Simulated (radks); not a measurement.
Rb XXXII, configuration [He] 2s2 2p2. Method: scalar-relativistic Kohn-Sham, exchange-only LDA, spin-polarised, spherical densities, point nucleus; open shells are filled with parallel spins first (spin-orbit coupling, left out, can overturn this in heavy ions); computed with a radial shooting solver on a logarithmic mesh with Libxc functionals.

Radial electron density D(r) = 4 pi r^2 rho(r):

```
   r/bohr * D(r) (the largest magnitude, 43.9, reaches the edge; | marks zero)
  0.00165 | *
 0.001999 | *
 0.002422 |  *
 0.002935 |    *
 0.003556 |     *
 0.004309 |        *
 0.005221 |           *
 0.006326 |               *
 0.007665 |                    *
 0.009287 |                         *
  0.01125 |                                *
  0.01363 |                                       *
  0.01652 |                                              *
  0.02002 |                                                   *
  0.02426 |                                                      *
  0.02916 |                                                      *
  0.03533 |                                                  *
   0.0428 |                                           *
  0.05186 |                                  *
  0.06284 |                            *
  0.07614 |                          *
  0.09226 |                           *
   0.1118 |                               *
   0.1355 |                                *
   0.1641 |                            *
   0.1989 |                   *
    0.241 |          *
    0.292 |   *
   0.3538 |*
   0.4286 *
   0.5194 *
```

D(r) has 2 maxima, at r = 0.0261, 0.128 bohr, and minima at 0.0761 bohr, inside which lie 2.23 electrons.
